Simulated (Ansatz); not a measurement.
Cost and result up the ladder for MnF₃ (4 atoms). Charge 0, multiplicity 5. Geometry: r2SCAN-D4/def2-TZVP.

Cartesian coordinates in Å:
```
Mn 0.180 -0.040 0.064
F -1.409 0.310 -0.502
F 0.521 1.164 1.284
F 0.708 -1.434 -0.846
```

Ansatz on 2 threads of Intel Xeon 6975P-C on a shared host. Times are rough, and most runs start from the orbitals of an earlier one. ωB97X-V/def2-TZVP serves as the yardstick here, not as an exact answer. Differences are given only for rows in sets of like size (and for xTB, whose basis is part of the method), since another set adds its own error. Binding counts from free atoms at the same level (Mn sextet, F doublet; other spins of the atoms weren't run), without zero-point energy or a counterpoise term.

LC-ωPBE has ω = 0.4 bohr⁻¹. HSE06 is defined as in plane-wave codes, on full-range PBE exchange. Correlated methods freeze 8 core orbitals; core or outer-core shells of Mn are correlated, in sets that lack core-valence functions.

Correlated methods converge slowly with the basis (MP2 moves by 0.19 eV from def2-TZVP to def2-QZVPP here).

| level | functions | wall time |
| --- | --- | --- |
| PBE-D4/def2-SVP | 73 | 1.1 s |
| PBE0-D4/def2-SVP | 73 | 1.4 s |
| BLYP-D4/def2-TZVP | 138 | 1.6 s |
| revPBE-D4/def2-TZVP | 138 | 1.6 s |
| MP2/def2-TZVP | 138 | 2.3 s |
| HSE06-D4/def2-TZVP | 138 | 2.5 s |
| PBE-D4/def2-TZVPD | 168 | 2.6 s |
| r2SCAN-D4/def2-TZVP | 138 | 2.7 s |
| PBE0-D4/def2-TZVP (with forces) | 138 | 2.9 s |
| r2SCAN-D4/def2-TZVPD | 168 | 3.7 s |
| RPA@PBE/def2-TZVP | 138 | 3.8 s |
| LC-ωPBE/def2-TZVP | 138 | 3.9 s |
| B97M-V/def2-TZVP | 138 | 4.6 s |
| ωB97X-V/def2-TZVP | 138 | 15 s |

(1) Estimate what each level gives for the binding energy per atom (eV).

Answers

(1) 
```csv
level,binding energy per atom (eV),difference from ωB97X-V/def2-TZVP (eV)
PBE-D4/def2-SVP,3.78,–
PBE0-D4/def2-SVP,3.27,–
BLYP-D4/def2-TZVP,3.67,0.29
revPBE-D4/def2-TZVP,3.59,0.20
MP2/def2-TZVP,3.23,-0.16
HSE06-D4/def2-TZVP,3.31,-0.08
PBE-D4/def2-TZVPD,3.77,0.38
r2SCAN-D4/def2-TZVP,3.58,0.19
PBE0-D4/def2-TZVP (with forces),3.30,-0.08
r2SCAN-D4/def2-TZVPD,3.60,0.22
RPA@PBE/def2-TZVP,2.85,-0.54
LC-ωPBE/def2-TZVP,3.49,0.10
B97M-V/def2-TZVP,3.44,0.05
ωB97X-V/def2-TZVP,3.39,0.00
```
